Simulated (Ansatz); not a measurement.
Mulliken charges of `Cl[SiH](Cl)I` from r2SCAN/def2-TZVPP in Ansatz (PBE0-D4/def2-TZVP geometry).

| atom | x (Å) | y (Å) | z (Å) | charge (e) |
| --- | --- | --- | --- | --- |
| Cl1 | 0.706 | 0.318 | 1.867 | -0.201 |
| Si2 | 0.094 | -0.134 | -0.019 | 0.562 |
| Cl3 | 1.181 | 0.950 | -1.354 | -0.201 |
| I4 | -2.259 | 0.358 | -0.270 | -0.111 |
| H5 | 0.327 | -1.566 | -0.266 | -0.049 |

Question: By hand: the dipole of these point charges (1 e Å = 4.8032 D).

Answer: Σ q r = (-0.092, -0.293, -0.071) e Å, of length 0.315 e Å = 1.51 D.

Question: How does the dipole of the full density compare? (Estimate.)

Answer: The calculation gave: (-0.038, -0.130, -0.031) e Å, 0.67 D; the point charges give 2.25 times that, at 1° from its direction.

Point charges leave out the atoms' own dipoles, such as those of lone pairs, and Mulliken's split depends on the basis, so the two needn't agree.
